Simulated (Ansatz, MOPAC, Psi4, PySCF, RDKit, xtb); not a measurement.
Complex: CH4 (SMILES C) (first 5 atoms) with CH6Si (SMILES C[SiH3]); geometry from B3LYP-D3(BJ)/def2-TZVP, rigid monomers moved along the line of their centres of mass till C1···Si7 is 3.51 Å.
(charge 0, multiplicity 1):
```xyz
13

C     -0.0819     0.0014    -0.3131
H     -1.0374    -0.0953     0.2006
H      0.3018     1.0128    -0.1849
H      0.6276    -0.7111     0.1046
H     -0.2193    -0.2010    -1.3743
C     -0.1906     1.2639     3.0257
Si     0.1518    -0.5763     3.1448
H     -0.3132     1.5693     1.9857
H      0.6310     1.8407     3.4541
H     -1.1029     1.5241     3.5655
H     -0.9639    -1.3570     2.5574
H      0.3087    -0.9846     4.5626
H      1.3976    -0.9268     2.4208
```

```csv
level,interaction energy (kcal/mol),cost
MMFF94,2.61,-
UFF,-0.21,-
GFN-FF,-0.44,-
AM1,1.60,-
PM3,-0.43,-
PM6,0.60,-
PM7,2.89,-
GFN1-xTB,-0.73,-
GFN2-xTB,0.18,-
HF/STO-3G (no counterpoise),2.33,-
HF/3-21G (no counterpoise),1.78,-
HF/6-31G*,2.85,-
HF/6-31G* (no counterpoise),2.61,-
HF/aug-cc-pV(D+d)Z,2.88,-
PBE/def2-TZVPPD,0.99,×1
PBE-D3(BJ)/def2-TZVPPD,-0.55,×1
PBE-D4/def2-TZVPPD,-0.47,×1
r2SCAN/def2-TZVPPD,0.38,×1
r2SCAN-D3(BJ)/def2-TZVPPD,-0.20,×1
r2SCAN-D4/def2-TZVPPD,-0.11,×1
B3LYP/3-21G (no counterpoise),0.83,-
B3LYP/6-31G*,2.13,-
B3LYP/6-31G* (no counterpoise),1.67,-
B3LYP/6-311+G** (no counterpoise),2.07,-
B3LYP/def2-TZVPPD,2.05,×1
B3LYP-D3(BJ)/def2-TZVPPD,-0.42,×1
B3LYP-D4/def2-TZVPPD,-0.17,×1
PBE0/def2-TZVPPD,0.95,×1
PBE0-D3(BJ)/def2-TZVPPD,-0.49,×1
PBE0-D4/def2-TZVPPD,-0.37,×1
M06-2X/6-31G* (no counterpoise),-0.92,-
wB97X-V/def2-TZVPPD,-0.23,×3
wB97M-V/def2-TZVPPD,-0.33,×3
MP2/6-31G*,1.73,-
MP2/6-31G* (no counterpoise),0.76,-
MP2/aug-cc-pV(D+d)Z,0.27,-
SCS-MP2/aug-cc-pV(D+d)Z,0.88,-
CCSD/aug-cc-pV(D+d)Z,0.57,-
CCSD(T)/aug-cc-pV(D+d)Z,0.23,×10
SAPT0/jun-cc-pV(D+d)Z,0.73,-
```

The rows run from -0.92 (M06-2X/6-31G* (no counterpoise)) to 2.89 kcal/mol (PM7). In aug-cc-pV(D+d)Z the value moves HF 2.88, MP2 0.27, CCSD 0.57, CCSD(T) 0.23, a shift of -2.64 from HF to CCSD(T). The dispersion term adds -1.53 in PBE-D3(BJ), -1.46 in PBE-D4, -0.58 in r2SCAN-D3(BJ). The 6 functionals in def2-TZVPPD without D3 or D4 span 2.38, from wB97M-V to B3LYP.

Interaction energies are E(AB) − E(A) − E(B) at the monomers' geometry in the complex; basis-set methods are counterpoise corrected. Rows marked so take none. RDKit's UFF carries no charges.

Correlated levels freeze the cores. Rows in 3-21G, 6-311+G**, 6-31G*, STO-3G carry no dispersion term and start afresh at each structure (6-31G* with six Cartesian d functions). MP2/6-31G* freezes PySCF's default core. The state that AM1, PM3, PM6, PM7 reach isn't checked; PM7 holds dispersion and hydrogen-bond terms.

The values were computed with Ansatz (Gaussian orbitals); MOPAC for AM1, PM3, PM6, PM7 (differences of heats of formation); Psi4 for SAPT; PySCF for 3-21G rows, 6-311+G** rows, 6-31G* rows, STO-3G rows, the dispersion terms; RDKit for the force fields; xtb for the GFN methods. Each number belongs to the level named beside it.

Costs are rough ratios of core time to PBE/def2-TZVPPD (about 11 s over the structures, on one shared machine); a dash marks a level with no comparable run of its own.

Ansatz is a program for electronic structure.
